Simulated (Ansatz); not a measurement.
This geometry of C₃H₉BGe (14 atoms, charge 0, multiplicity 1) is a first-order saddle point.

Computed with Ansatz 0.2.0, RKS B3LYP-D4/def2-SVP.

```xyz
14
Properties=species:S:1:pos:R:3
C -1.187 1.093 0.143
C -0.201 -0.058 -0.039
Ge 1.444 0.116 1.046
B -0.620 -1.498 -0.300
C 0.016 -0.695 -1.441
H -1.536 1.171 1.185
H -0.741 2.064 -0.134
H -2.080 0.953 -0.489
H 2.685 0.056 0.128
H 1.577 -0.999 2.109
H 1.397 1.478 1.773
H -1.142 -2.499 0.095
H -0.663 -0.358 -2.239
H 1.038 -0.853 -1.810
```

Which two structures does it join? (They come from a converged band through this point; their orientation in space is the band's.)

No bond is made or broken. The dihedral C5–C2–Ge3–H10 goes from -160 to -40°. The two ends are copies of one structure, up to a mirror image or an exchange of like atoms.

Image 0:

```xyz
14
Properties=species:S:1:pos:R:3
C -1.275 0.957 0.291
C -0.194 -0.067 -0.040
Ge 1.438 0.118 1.041
B -0.478 -1.499 -0.477
C 0.052 -0.499 -1.514
H -1.597 0.880 1.343
H -0.926 1.990 0.120
H -2.171 0.810 -0.335
H 2.433 -1.017 0.709
H 1.083 0.061 2.542
H 2.113 1.475 0.727
H -0.890 -2.588 -0.209
H -0.672 -0.127 -2.255
H 1.073 -0.522 -1.914
```

Image 6:

```xyz
14
Properties=species:S:1:pos:R:3
C -1.163 1.125 0.101
C -0.201 -0.051 -0.035
Ge 1.432 0.126 1.047
B -0.635 -1.496 -0.244
C 0.009 -0.739 -1.414
H -1.508 1.249 1.141
H -0.695 2.074 -0.214
H -2.059 0.982 -0.525
H 2.258 1.334 0.540
H 2.295 -1.150 0.924
H 1.059 0.350 2.528
H -1.164 -2.479 0.184
H -0.665 -0.418 -2.222
H 1.024 -0.936 -1.781
```

How far does it lie above each of them?

0.062 eV above the first and 0.062 eV above the second. This is the barrier of this one path; another mechanism may lie lower.

Run time: 2.8 min on 2 threads of Arm Neoverse V2 (shared host), peak memory 0.39 GiB.
